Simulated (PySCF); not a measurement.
**Radial density of P(2+) (phosphorus, charge +2)**

M06-2X, [Ne] 3s2 3p1, 2P determinant. All numbers are calculated (PySCF 2.14, scalar relativity by spin-free X2C-1e, in dyall-acv3z).

```
r (bohr)  4πr²ρ (e/bohr)  4πr²(ρα − ρβ)
 0.00175         0.09306         0.0000
 0.00294          0.2462         0.0000
 0.00494          0.6369         0.0000
 0.00831           1.587         0.0000
  0.0140           3.705         0.0001
  0.0235           7.737         0.0004
  0.0396           13.40         0.0017
  0.0665           17.07         0.0086
   0.112           14.14         0.0353
   0.188           10.88         0.1012
   0.317           15.38         0.1336
   0.533           12.19         0.0164
   0.896           3.203         0.1308
    1.51           2.081         0.5957
    2.53          0.7702         0.2970
    4.26         0.02853         0.0171
    7.17       5.465e-05         0.0000
```

Densities and radii are taken from the X2C orbitals without a picture-change correction, which distorts them close to the nucleus.
